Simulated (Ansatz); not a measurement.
C3H7 (SMILES [CH2]CC), doublet, at a GFN2-xTB geometry; R2SCAN/aug-pcseg-1 (Ansatz, a program for electronic structure).

Input for Ansatz:
Ansatz 0.2 input:
```yaml
crystal:
  periodic: [false, false, false]
  atoms:
    - {symbol: C, position_ang: [1.27499250, 0.32026291, 0.11860552]}
    - {symbol: C, position_ang: [0.09909120, -0.44892982, -0.32203934]}
    - {symbol: C, position_ang: [-1.21725335, 0.12393363, 0.18964896]}
    - {symbol: H, position_ang: [2.26186932, -0.00412506, -0.14802969]}
    - {symbol: H, position_ang: [1.16405867, 1.21680284, 0.69438845]}
    - {symbol: H, position_ang: [0.07318936, -0.49337678, -1.42240357]}
    - {symbol: H, position_ang: [0.19578041, -1.49564754, 0.00374116]}
    - {symbol: H, position_ang: [-1.22933319, 0.13231363, 1.27716309]}
    - {symbol: H, position_ang: [-2.05755413, -0.47201421, -0.15948972]}
    - {symbol: H, position_ang: [-1.34899252, 1.14444689, -0.16266054]}
basis:
  gaussian:
    orbitals: aug-pcseg-1.json
hamiltonian:
  xc: r2scan
magnetization: {spin_polarized: true, initial_magnetization: 1}
```
The basis file holds aug-pcseg-1 in the JSON format of the Basis Set Exchange.

What the program printed (banner, timings and long lists left out):

```
Functional definition: r2SCAN
1076 factors; their error is unknown
mean field evaluation 1: about -3209.1779 eV, gradient 4.8e1 eV
mean field evaluation 2: about -3198.2083 eV, gradient 6.5e1 eV
mean field evaluation 4: about -3220.9709 eV, gradient 2.3e0 eV
mean field evaluation 8: about -3221.0035 eV, gradient 4.5e-2 eV
mean field evaluation 16: about -3220.9495 eV, gradient 5.6e-5 eV
mean field -3220.94951736 eV, -118.3677115250 hartree, gradient 5.6e-5 eV, S^2 0.756228; 0 other end points of the search recorded, 0 dependent functions left out
reference -3220.94956045 eV, -118.3677131084 hartree; 13, 12 occupied and 119, 120 virtual orbitals, 1076 factors
Total energy: -3220.94956045 eV, -118.3677131084 hartree
```
